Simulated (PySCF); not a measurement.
## Ionisation energy of Ag²⁺ by level of theory

Ag²⁺ [Kr] 4d9 (2D) → Ag³⁺ [Kr] 4d8 (3F), as a difference of total energies. Computed with PySCF 2.14 in ANO-RCC-VTZP (7s6p4d2f1g, 68 functions), with scalar relativity by spin-free X2C-1e. Correlated levels: valence: [Kr] frozen. The calculations carry no spin-orbit coupling.

| method | ionisation energy (eV) |
| --- | --- |
| UHF | 32.982 |
| MP2 (valence) | 34.670 |
| SCS-MP2 (valence) | 34.539 |
| CCSD (valence) | 34.484 |
| CCSD(T) (valence) | 34.556 |

**Question.** How much does correlation contribute at CCSD(T) (valence)?

**Answer.** 34.556 − (32.982) = 1.574 eV, measured against UHF.

A first-order spin-orbit estimate (lowest level to lowest level, LS coupling) adds -0.145 eV.

Errors of the correlated levels include the incompleteness of this basis and the frozen core.

For comparison: 34.8 ± 0.3 eV (semi-empirical (NIST evaluation); NIST Atomic Spectra Database, ionization energies).
